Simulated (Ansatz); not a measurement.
Ansatz (an electronic-structure program) input:

Ansatz 0.2 input:
```yaml
crystal:
  periodic: [false, false, false]
  atoms:
    - {symbol: Ti, position_ang: [-0.14204594, -0.27513612, -0.22781313]}
    - {symbol: O, position_ang: [1.25804129, 0.57469520, -0.58656583]}
    - {symbol: O, position_ang: [-0.86741496, 0.18192914, 1.21305193]}
basis:
  gaussian:
    orbitals: def2-TZVPD
hamiltonian:
  xc: {name: wB97X-V}
total_charge: -1
magnetization: {spin_polarized: true, initial_magnetization: 1}
output: {forces: true}
```

Problem. Predict the final energy.

Solution. -999.88584 Eh (wB97X-V/def2-TZVPD). The basis has 128 functions.

The spin state was set by rule; other spins were not relaxed.
